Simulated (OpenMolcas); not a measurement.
Cr3+ (d3) in a complex was computed by SS-CASPT2, IPEA 0.25 Eh, imaginary shift 0.1 Eh with the d shell active (OpenMolcas, ANO-RCC-VDZP on the metal). Its lowest spin-free states, and all those of the highest spin:

```tsv
2S+1	Degeneracy	E (cm-1)
4	1	0
4	2	11630
2	1	12310
2	1	12780
2	1	13350
2	2	13400
4	1	15990
4	1	16410
2	1	18140
2	2	18690
4	2	21410
2	1	21610
4	1	30060
4	2	30400
```

Question: Is the site octahedral, tetrahedral or cube-like, axial, or of lower symmetry?

Answer: The states with 2S+1 = 4 have orbital degeneracies 1, 2, 1, 1, 2, 1, 2. There are pairs but no triples, so the site is axial: not cubic, but with a proper or improper axis of order three or more. The run had Cr3+ with 5 ligands (chloride) in square pyramidal coordination (C4v) at 2.31 Å, the axial distance 2.125 Å. A charge of +0.4 e stands 2.8 Å behind each ligand. Ligand basis ANO-RCC-VDZP.

Over all roots computed the reference weight is 0.68 to 0.70; a low but even weight reflects the number of correlated electrons. The least metal-like active orbital is 83 % on the metal (Löwdin) and no ligand orbital is active, so the numbers are rough. Ligand-to-metal charge-transfer states are missing. With no ligand orbital active B as a rule stays too high, so bands that hang on it stand too high and its fall with covalency is understated. No measured value stands beside these numbers; the geometry was imposed, not optimised, and the real ion may take another.
